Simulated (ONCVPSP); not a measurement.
# technetium (Tc), ONCV: configuration errors across variants

ONCVPSP 4.0.1 input, shortened (lines: element, Z, core and valence counts, functional; n l f; lmax; l rc ep ncon nbas qcut; lloc lpopt rc5 dvloc0; l nproj debl; icmod fcfact rcfact), PBE, scalar-relativistic:

```
  Tc 43.00    8    2        4      upf
    1    0    2.00
    2    0    2.00
    2    1    6.00
    3    0    2.00
    3    1    6.00
    3    2   10.00
    4    0    2.00
    4    1    6.00
    4    2    5.00
    5    0    1.00
    2
    0    2.60    0.00    4    6    2.40
    1    2.80    0.23    3    7    3.00
    2    2.40    0.00    3    8    7.70
    4    5    2.25    2.00
    0    1    3.00
    1    2    0.80
    2    1    3.80
    1    0.25    0.00
```

In the p channel the program set the typed energies aside and used 0.050, 0.850 Ha.

All-electron excitation energies from the reference (eV): (1) 4d5 5s2 -8.154; (2) 4d5 5s0 14.852; (3) 4d4 5s0 43.557; (4) 4d5.5 5s1.5 -8.788.

Errors AE − PS in meV (a dash: test not solved or not reliable):

```tsv
change	(1)	(2)	(3)	(4)	bound ghosts	GHOST(+) flags above zero
base	-2.8	-14	-147	-8.7	none	s
core correction polynomial model core, fcfact 0.12	-0.8	-8.2	-118	-7.3	none	s
core correction polynomial model core, fcfact 0.26	-2.9	-14	-147	-8.7	none	s
core correction polynomial model core, fcfact 0.36	-3.4	-16	-154	-9.0	none	s
core correction polynomial model core, fcfact 0.58	-3.9	-17	-159	-9.2	none	s
core correction polynomial model core, fcfact 0.74	-4.0	-17	-160	-9.3	none	s
core correction polynomial model core, fcfact 0.88	-4.1	-17	-160	-9.3	none	s
core correction polynomial model core, fcfact 0.98	-4.1	-17	-161	-9.3	none	s
core correction polynomial model core, fcfact 1.1	-4.1	-17	-161	-9.3	none	s
core correction polynomial model core, fcfact 1.22	-4.1	-17	-161	-9.3	none	s
```

**Question.** Give the same row for: core correction polynomial model core, fcfact 0.48.

**Answer.** -3.7, -16, -158, -9.2; bound ghosts: none; GHOST(+) flags above zero: s.
